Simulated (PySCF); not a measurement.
## BeSn from Hartree–Fock to correlated methods

State: ³Σ⁻ (triplet), unpaired electrons π ↑↑. Set-up: PySCF, spin-free X2C with a Gaussian nucleus, basis sets Be x2c-SVPall, Sn x2c-SVPall. De refers to Be + Sn in their high-spin ground configurations, without counterpoise correction. The functionals are run spin-unrestricted. A positive dipole means Be(−)Sn(+). Levels whose curve was spin-contaminated or gave no clean fit are not listed.

```json
{"Level": "UHF", "Re (Å)": "2.486", "ωe (cm⁻¹)": "282", "De (eV)": "0.278", "μ (D)": "-2.45"}
{"Level": "UHF-MP2", "Re (Å)": "2.376", "ωe (cm⁻¹)": "471", "De (eV)": "0.79", "μ (D)": "n/a"}
{"Level": "UHF-SCS-MP2", "Re (Å)": "2.404", "ωe (cm⁻¹)": "417", "De (eV)": "0.59", "μ (D)": "n/a"}
{"Level": "UHF-CCSD", "Re (Å)": "2.481", "ωe (cm⁻¹)": "343", "De (eV)": "0.496", "μ (D)": "n/a"}
{"Level": "UHF-CCSD(T)", "Re (Å)": "2.453", "ωe (cm⁻¹)": "379", "De (eV)": "0.63", "μ (D)": "n/a"}
{"Level": "PBE", "Re (Å)": "2.361", "ωe (cm⁻¹)": "459", "De (eV)": "1.48", "μ (D)": "-1.00"}
{"Level": "PBE0", "Re (Å)": "2.358", "ωe (cm⁻¹)": "450", "De (eV)": "1.29", "μ (D)": "-1.37"}
{"Level": "M06", "Re (Å)": "2.350", "ωe (cm⁻¹)": "465", "De (eV)": "1.28", "μ (D)": "-1.26"}
{"Level": "MN15", "Re (Å)": "2.345", "ωe (cm⁻¹)": "450", "De (eV)": "1.45", "μ (D)": "-2.06"}
```

The bond length runs from 2.345 Å (MN15) to 2.486 Å (UHF). De spans 0.28 eV (UHF, mean field) to 1.48 eV (PBE, GGA). Correlation at CCSD(T) changes the Hartree–Fock bond energy by +0.35 eV; the triples alone change it by +0.13 eV.

Correlated steps freeze 18 core orbitals. Correlated levels converge slowly with the basis: in double zeta they bind strong bonds too weakly, by up to about 1 eV, and carry superposition errors of some tenths. These are scalar-relativistic numbers at best; spin–orbit coupling would shift them, the dissociation energy most. The state is the lowest determinant that a PBE0 search found; another state may lie lower at other levels.

The whole job (state search and all levels along the bond) took about 2.1 min on 1 thread of Arm Neoverse V2 (shared host), peak memory 0.51 GiB.
